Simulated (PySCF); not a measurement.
# Worked example: chemical shift, span and skew from a shielding tensor

Al(Me)3 (C₃H₉Al), SMILES [CH3][Al]([CH3])[CH3]. Atoms are numbered in the order given.

```xyz
13

Al    -0.0002     0.0002     0.0004
C     -1.3563    -1.4129    -0.1762
H     -1.4225    -1.7663    -1.2217
H     -2.3620    -1.0281     0.0743
H     -1.1679    -2.2925     0.4610
C     -0.1652     1.6572    -1.0455
H      0.7254     1.8122    -1.6820
H     -0.2155     2.5391    -0.3807
H     -1.0514     1.6835    -1.7006
C      1.5216    -0.2444     1.2214
H      2.2155     0.6117     1.2445
H      2.1071    -1.1409     0.9461
H      1.1733    -0.4200     2.2558
```

Coordinates come from a B3LYP-D3(BJ)/def2-SVP optimisation. The isomer is the one that the SMILES or the coordinates give; other isomers of the formula were not compared.

GIAO shieldings from PBE0/pcSseg-1 (PySCF), non-relativistic, no solvent. The symmetric part of the tensor of C2 has the principal values 180.2, 195.3, 196.1 ppm. The same nucleus in TMS has σ = 186.3 ppm at this level (PySCF, at its B3LYP-D3(BJ)/def2-TZVP geometry).

**Question.** Work out the isotropic shielding, the ¹³C shift against TMS, the span and the skew.

**Answer.** 
σ(iso) = (σ11 + σ22 + σ33)/3 = 190.5 ppm. δ = σ(ref) − σ(iso) = 186.3 − (190.5) = -4.2 ppm.
Span Ω = σ33 − σ11 = 15.9 ppm. Skew κ = 3(σ(iso) − σ22)/Ω = -0.90. Tumbling in solution averages the tensor to δ; in a static solid the shielding alone would spread this spin-1/2 line over Ω.
